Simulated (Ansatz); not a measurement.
System: AlP, charge 0, triplet. AlP (SMILES [P]=[Al], triplet).
B3LYP-D3(BJ)/def2-TZVP minimum from Ansatz (a first-principles code):
```
Al
P 1 2.2229
```
Charge 0, spin multiplicity 3.

Atomisation energy term by term, kcal/mol (programs: Ansatz). Open shells are spin-unrestricted; no spin-orbit coupling. Correlated methods leave the cores frozen. Rows without X2C or -DK are non-relativistic. CBS(X,Y): correlation extrapolated as X^-3, Hartree-Fock from the larger set (Q,5: extrapolated as (X+1)exp(-9√X)). A bracket is a step between two methods taken in the basis named. 'core' is core correlation in cc-pwCVTZ (1s frozen past Ne), 'X2C' scalar relativity in cc-pVTZ-DK, both at CCSD(T). For partners of very few electrons the exact lower level stands in for a higher one. The UHF reference of AlP ([Al]=[P], triplet) is spin-contaminated (<S^2> up to 0.08 over the pure value in the sets run). The determinant of AlP ([Al]=[P], triplet) is a saddle point of the SCF energy; a lower one exists, which strains HF and MP2.

| term | basis | kcal/mol |
|---|---|---|
| Hartree-Fock | CBS(cc-pV(Q+d)Z,cc-pV(5+d)Z) | 17.15 |
| CCSD correlation | CBS(cc-pV(Q+d)Z,cc-pV(5+d)Z) | 29.19 |
| (T) | CBS(cc-pV(Q+d)Z,cc-pV(5+d)Z) | 5.11 |
| CCSDT(Q) - CCSD(T) | cc-pV(Q+d)Z | 1.03 |
| CCSDTQ - CCSDT(Q) | cc-pV(D+d)Z | -0.08 |
| core correlation | cc-pwCVTZ | 0.22 |
| scalar relativity | X2C, cc-pVTZ-DK | -0.22 |
| sum: De |  | 52.4 |

The step beyond CCSD(T) by other levels: CCSDTQ in cc-pV(D+d)Z 1.17; CCSDT(Q) in cc-pV(D+d)Z 1.25; CCSDT(Q) in cc-pV(T+d)Z 1.03 kcal/mol.
